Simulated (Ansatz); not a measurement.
Ansatz (a first-principles code) input (SVWN5/6-31G* with LANL2DZ past Ar): The .json file joins the Basis Set Exchange's 6-31G* for atoms up to Ar and LANL2DZ past it.

Ansatz 0.2 input:
```yaml
crystal:
  periodic: [false, false, false]
  atoms:
    - {symbol: Rb, position_ang: [-0.00000000, -0.00000000, -0.47935972]}
    - {symbol: F, position_ang: [0.00000000, 0.00000000, 1.97070106]}
basis:
  gaussian:
    orbitals: 6-31Gs+LANL2DZ.json
hamiltonian:
  xc: {name: SVWN5}
total_charge: -1
magnetization: {spin_polarized: true, initial_magnetization: 1}
output: {forces: true}
```

From the last part of the output:

```
WARN ansatz: RAYON_NUM_THREADS=1 ignored (pool sized by the plan → 1); use --threads N
Functional definition: SVWN5
integrals: 0.01 GiB planned
312 factors; their error is unknown
mean field: 0.09 GiB planned
mean field evaluation 1: about -3037.9168 eV, gradient 1.0e2 eV
mean field evaluation 2: about -2560.2999 eV, gradient 2.2e2 eV
mean field evaluation 4: about -3285.8842 eV, gradient 1.3e2 eV
mean field evaluation 8: about -3324.4601 eV, gradient 7.9e1 eV
mean field evaluation 16: about -3346.2750 eV, gradient 1.4e-3 eV
mean field evaluation 32: about -3346.2750 eV, gradient 7.9e-4 eV
mean field evaluation 64: about -3346.1951 eV, gradient 2.4e0 eV
mean field evaluation 96: about -3345.8629 eV, gradient 2.8e0 eV
mean field evaluation 128: about -3346.2662 eV, gradient 4.1e-1 eV
mean field -3346.27500661 eV, -122.9733383062 hartree, gradient 7.7e-6 eV, S^2 0.751228; 11 other end points of the search recorded, 0 dependent functions left out
the calculation of the forces begins
reference -3346.27504265 eV, -122.9733396309 hartree; 10, 9 occupied and 17, 18 virtual orbitals, 312 factors
Total energy: -3346.27504265 eV, -122.9733396309 hartree
Atom 0 at    -0.000000    -0.000000    -0.479360 Å, force    -0.000000    -0.000000    -0.182811 eV/Å
Atom 1 at     0.000000     0.000000     1.970701 Å, force     0.000000     0.000000     0.182811 eV/Å
Dipole moment:    -0.000000    -0.000000     0.274777 e Å
```

The dipole moment of an ion depends on the origin.
